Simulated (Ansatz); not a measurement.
# Energy profile

The step: CH₄ + H → CH₃ + H₂; bonds formed: H1–H3; bonds broken: H1–C2 (atoms numbered as in the saddle structure below).

```tsv
atom	x (Å)	y (Å)	z (Å)
H1	0.7732	0.0520	-0.5186
C2	-0.4270	-0.0287	0.2865
H3	1.4994	0.1008	-1.0057
H4	-0.6355	1.0163	0.4884
H5	-1.1181	-0.5256	-0.3857
H6	-0.0919	-0.6148	1.1353
```

Electronic energies by CCSD(T) at an estimated basis limit (MP2 extrapolated from triple and quadruple zeta, plus CCSD(T) − MP2 in triple zeta), on PBE0-D4/def2-TZVP structures; CH$_{5}$, doublet; no counterpoise correction; spin–orbit coupling, which lowers free halogen atoms and radicals such as OH and SH, is left out. Program: Ansatz 0.2.0. Basis: def2-TZVPP and def2-QZVPP. Cores are frozen in the correlated methods; orbitals are unrestricted. Extrapolation: Hartree–Fock as exp(−7.88 √X), correlation as X^−2.97.

Q: Give the profile in kJ/mol, counted from the separated reactants. (Judge from chemistry; the value comes from the calculation.)

A: By the calculation:
```csv
point,kJ/mol
"separated: CH$_{4}$ (H1, C2, H4, H5, H6; singlet) + H (H3; doublet)",0.0
start structure,-0.3
saddle,61.1
end structure,10.8
"separated: H$_{2}$ (H1, H3; singlet) + CH$_{3}$ (C2, H4, H5, H6; doublet)",11.7
```

The T1 diagnostic stays at or below 0.016. ⟨S²⟩ of the unrestricted Hartree–Fock references: 0.75 to 0.79 (a pure state has 0.75).

For scale, one of the runs: CCSD(T)/def2-TZVPP, 101 basis functions, launched by `ansatz run in.yaml --threads 2 --pin off --events-out ev --progress --plain --max-ram 4352MiB`. The run took 6 s on 2 CPU threads of an AMD EPYC 7R43 (shared host), with 0.65 GiB of host memory at its peak.
